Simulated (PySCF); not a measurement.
This PySCF input asks for the NMR shieldings of SMILES CSc1oc(C)cp1, C5H7OPS; the geometry comes from GFN2-xTB.

```python
import basis_set_exchange as bse
import numpy as np
from pyscf import gto, dft
from pyscf.prop import nmr

atoms = """
C     3.363003   -0.196736   -0.104760
S     2.000796   -1.065371    0.715134
C     0.666962   -0.237350   -0.047007
O    -0.547228   -0.629759    0.361127
C    -1.522993    0.052501   -0.270317
C    -2.923353   -0.282739    0.112483
C    -1.075573    0.968747   -1.165069
P     0.689224    1.006558   -1.246589
H     3.300768    0.863749    0.125483
H     3.295023   -0.354739   -1.178031
H     4.284408   -0.617575    0.284325
H    -3.279753    0.396058    0.887559
H    -2.960523   -1.297265    0.501133
H    -3.579764   -0.197048   -0.749057
H    -1.715411    1.598957   -1.753980
"""
names = dict.fromkeys(["C", "S", "O", "P", "H"], "pcSseg-1")
basis = {el: gto.basis.parse(bse.get_basis(n, elements=[el], fmt="nwchem")) for el, n in names.items()}
mol = gto.M(atom=atoms, basis=basis, charge=0, verbose=0)
mf = dft.RKS(mol, xc="PBE0")
mf.grids.level = 2
mf.grids.alignment = dft.numint.BLKSIZE   # the property module wants whole blocks of grid points
mf.conv_tol = 1e-9
mf.kernel()

calc = nmr.RKS(mf)   # GIAO
C = mf.mo_coeff
Co = C[:, mf.mo_occ > 0]
resp = mf.gen_response(singlet=True, hermi=2)
def vind(x):   # induced exchange potential for any number of trial vectors
    d = np.einsum("pi,xij,qj->xpq", C, 2 * x.reshape(-1, C.shape[1], Co.shape[1]), Co, optimize=True)
    return np.einsum("xpq,pi,qj->xij", resp(d - d.transpose(0, 2, 1)), C, Co, optimize=True).ravel()
mo1, _ = nmr.rhf.solve_mo1(calc, with_cphf=vind)
sigma = calc.kernel(mo1)
for i, s in enumerate(sigma):   # ppm
    w = np.linalg.eigvalsh((s + s.T) / 2)
    print("%2d %-2s iso %8.1f  s11 %8.1f  s22 %8.1f  s33 %8.1f" % (i, mol.atom_pure_symbol(i), w.mean(), *w))
```

Problem. What are the results?

Solution. 
```
 0 C  iso    164.2  s11    149.2  s22    161.5  s33    181.9
 1 S  iso    430.4  s11    185.6  s22    440.5  s33    665.1
 2 C  iso    -20.3  s11   -155.0  s22     22.7  s33     71.5
 3 O  iso    -14.5  s11   -172.8  s22    -62.4  s33    191.5
 4 C  iso     22.9  s11    -63.5  s22     45.4  s33     86.9
 5 C  iso    169.2  s11    156.9  s22    158.6  s33    192.0
 6 C  iso     60.8  s11    -38.2  s22     66.0  s33    154.6
 7 P  iso    215.0  s11     31.9  s22    161.7  s33    451.2
 8 H  iso     29.2  s11     25.0  s22     26.9  s33     35.7
 9 H  iso     29.2  s11     24.9  s22     27.0  s33     35.6
10 H  iso     29.2  s11     23.9  s22     26.3  s33     37.3
11 H  iso     29.1  s11     25.2  s22     26.4  s33     35.5
12 H  iso     29.2  s11     23.9  s22     28.7  s33     34.9
13 H  iso     29.2  s11     24.2  s22     28.3  s33     35.1
14 H  iso     25.0  s11     22.7  s22     24.4  s33     27.7
```

These numbers come from an equivalent density-fitted implementation of the same equations, which agrees with the script to about 0.01 ppm for H and up to a few tenths of a ppm for heavy atoms, so last digits may differ.

Problem. Turn these shieldings into chemical shifts. References, each an isolated molecule treated in the same way: ¹³C (σ = 186.93 ppm), ¹H (σ = 31.72 ppm) against TMS; ³³S (σ = 503.73 ppm) against CS2; ¹⁷O (σ = 336.08 ppm) vs H2O; ³¹P (σ = 318.38 ppm) against H3PO4.

Solution. Averaging equivalent atoms: C 2: 207.2; C 4: 164.0; C 6: 126.1; C 0: 22.8; C 5: 17.8; S 1: 73; O 3: 350.6; P 7: 103.4; H 14: 6.75; H 11/12/13: 2.57; H 8/9/10: 2.53 ppm. Unscaled 17O shifts of doubly bonded oxygen tend to come out too high, by tens of ppm or more. Experimental scales use liquid or dissolved standards, which lie at an offset from isolated H2O (liquid H2O: subtract about 36 ppm) and H3PO4.

Size and cost of the density-fitted run: 185 basis functions, 35 s wall time on 1 thread of an Arm Neoverse V1, shared host; peak memory 0.82 GiB.
